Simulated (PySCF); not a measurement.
HgBr, SMILES [Br][Hg+], charge +1. Geometry optimised at r2SCAN-D4/def2-TZVP. The multiplicity is an assumed one; other spin states were not compared. The def2 effective core potentials stand for the cores of Hg; spin–orbit coupling is left out.

All values below come from r2SCAN-D4/def2-TZVP run with PySCF 2.14.0.

Harmonic wavenumbers (cm⁻¹): 251. Rotational constants (GHz): 1.568 (linear); symmetry number 1.

**Question.** Work out the zero-point energy and the ideal-gas rigid-rotor harmonic-oscillator thermochemistry at 298.15 K and 1 atm.

**Answer.** ZPE = ½ Σ hcν = ½ × 251 cm⁻¹ = 1.50 kJ/mol. H − E(el) = 11.45 kJ/mol. Entropy in J/(mol K): translation 179.04, rotation 77.19, vibration 7.22, total 263.46. G − E(el) = -67.10 kJ/mol. Cp = 36.47 J/(mol K).
